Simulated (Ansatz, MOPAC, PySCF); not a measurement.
Breaking a bond: trigermane, SMILES [GeH3][GeH2][GeH3]. The Ge1–Ge8 bond (Ge1 also carries Ge, H, H; Ge8 carries H, H, H) is varied alone, starting from the PBE0/def2-SVP optimised geometry.

Methods: PM6, restricted, heats of formation (MOPAC); RKS-B3LYP/6-31G* = restricted B3LYP/6-31G*, spherical d (PySCF); UKS-PBE0 = unrestricted PBE0/cc-pVDZ (Ansatz, an electronic-structure program); UCCSD(T) = CCSD(T) on UHF/cc-pVDZ, cores with 3d frozen in Ansatz.

Energies relative to the lowest point of each curve near equilibrium, in kJ/mol:

```
R / Å    PM6  RKS-B3LYP/6-31G*  UKS-PBE0
-----  -----  ----------------  --------
1.99   221.1             178.3     163.9
2.16    72.6              56.5      48.4
2.29    19.4              14.7      10.9
2.37     4.5               3.3       1.8
2.43     0.0               0.0       0.0
2.50     0.6               0.6       2.2
2.60     9.8               7.6      11.4
2.92    75.8              57.2      66.6
3.19   145.5             109.8     123.3
3.94   302.8             235.3     249.3
5.08   406.0             334.8     285.8
7.12   459.4             383.5     289.2
```

What does UCCSD(T) give at the same points?

1.99: 192.6; 2.16: 61.9; 2.29: 16.6; 2.37: 3.9; 2.43: 0.0; 2.50: 0.1; 2.60: 7.0; 2.92: 57.8; 3.19: 111.6; 3.94: 235.8; 5.08: 271.0; 7.12: 273.5 (kJ/mol).

The restricted form behind PM6, RKS-B3LYP/6-31G* keeps the bonding electrons paired and can't separate into open-shell fragments. The unrestricted determinant behind UKS-PBE0 is spin-contaminated at 3.94 to 7.12 Å (<S²> up to 1.0, against 0.00 for a pure singlet). The unrestricted determinant behind UCCSD(T) is spin-contaminated at 3.19 to 7.12 Å (<S²> up to 1.0, against 0.00 for a pure singlet).
